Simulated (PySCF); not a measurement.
The vertical singlet excitations below were computed for one of the candidates. Level of theory: TDDFT CAM-B3LYP/def2-SVPD, vertical, gas phase, core orbitals frozen in the response (PySCF). Geometries: GFN2-xTB, one conformer each.

| state | λ (nm) | f |
| --- | --- | --- |
| S1 | 201.5 | 0.015 |
| S2 | 199.7 | 0.021 |
| S3 | 192.4 | 0.0023 |
| S4 | 187.6 | 0.023 |
| S5 | 172.7 | 0.017 |
| S6 | 169.5 | 0.014 |
| S7 | 167.9 | 0.028 |
| S8 | 162.6 | 0.022 |

Triplets computed (Tamm–Dancoff): 5.79, 5.93, 6.22 eV.

Orbital energies (eV): HOMO-3 -11.34, HOMO-2 -10.28, HOMO-1 -8.66, HOMO -8.38, LUMO 0.99, LUMO+1 1.09, LUMO+2 1.62.

Problem. Which structure fits?
A. `CCN[SiH2]P[SiH3]`
B. `CCN[SiH2]S`
C. `CN(C)[Si@@H]([SiH3])P`
D. `N[Si@@H]1[SiH2][Si@H]([SiH3])S1`

Solution. B. Its S1, at 6.15 eV, is the highest among the candidates; the nearest of the others has S1 at 5.85 eV. S1 is HOMO→LUMO+1 (70%), HOMO→LUMO (16%). Löwdin shares by element: HOMO nitrogen 54%, silicon 10%, carbon 10% or more, hydrogen 5% or more (atoms not listed hold the other 21%); LUMO sulfur 44%, hydrogen 20% or more, silicon 19% (atoms not listed hold the other 17%). At the same level the other candidates give, for their lowest levels:
- `CN(C)[Si@@H]([SiH3])P`: 232 nm (f 0.006); 214 nm (f 0.016); 200 nm (f 0.019); 194 nm (f 0.189); 191 nm (f 0.005); T1 5.10 eV; HOMO -7.73, LUMO 0.79 eV
- `CCN[SiH2]P[SiH3]`: 212 nm (f 0.002); 207 nm (f 0.019); 193 nm (f 0.058); 189 nm (f 0.005); 188 nm (f 0.077); T1 5.38 eV; HOMO -8.22, LUMO 0.85 eV
- `N[Si@@H]1[SiH2][Si@H]([SiH3])S1`: 256 nm (f 0.003); 237 nm (f 0.012); 233 nm (f 0.071); 223 nm (f 0.013); 218 nm (f 0.008); T1 4.53 eV; HOMO -8.19, LUMO -0.27 eV

Shape of the structure used: `[CH3:1][CH2:2][NH:3][SiH2:4][SH:5]`: C1–C2–N3–Si4 -145°, C2–N3–Si4–S5 176°, H–S5–Si4–N3 -58°.

Without π bonds the low states are Rydberg-like; a valence basis with one diffuse set may place them up to an eV too high.
